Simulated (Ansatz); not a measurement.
Reaction (formal exchange of groups at a B–B bond): `BBCCCl` + `CC(O)=S` → `BCC(O)=S` + `BCCCl`

Calculated with Ansatz (gas phase, PBE0-D4/def2-TZVP geometries, no zero-point term in ΔE). CCSD(T)/CBS is the MP2 limit (def2-TZVPP, def2-QZVPP) plus CCSD(T) − MP2 in def2-TZVPP, frozen cores. Functionals use def2-TZVPP. B3LYP here is the variant with VWN-RPA as its local correlation; programs differ in this. One conformer a species, not always the lowest.

```
             level  ΔE (kJ/mol)  difference from CCSD(T)/CBS
            PBE-D4         25.8                         11.1
         r2SCAN-D4         23.9                          9.2
           PBE0-D4         22.2                          7.5
          B3LYP-D4         20.7                          6.0
           ωB97X-V         18.5                          3.8
           ωB97M-V         15.2                          0.5
            B2PLYP         18.0                          3.3
               PBE         27.5                         12.8
            r2SCAN         24.1                          9.4
              PBE0         23.6                          8.9
             B3LYP         23.5                          8.8
     HF/def2-TZVPP         16.8                          2.1
    MP2/def2-TZVPP          8.6                         -6.1
SCS-MP2/def2-TZVPP          9.6                         -5.1
   CCSD/def2-TZVPP         14.9                          0.2
CCSD(T)/def2-TZVPP         13.9                         -0.8
     HF/def2-QZVPP         16.4                          1.7
    MP2/def2-QZVPP          9.0                         -5.7
SCS-MP2/def2-QZVPP         10.1                         -4.6
      HF/CBS(def2)         16.4                          1.7
     MP2/CBS(def2)          9.4                         -5.3
    CCSD/CBS(def2)         15.7                          1.0
       CCSD(T)/CBS         14.7                            0
```

Largest T1 diagnostic among the species: 0.017.

From PBE to PBE0 (25 % exact exchange), in def2-TZVPP and without D4, ΔE moves by −3.9 kJ/mol.
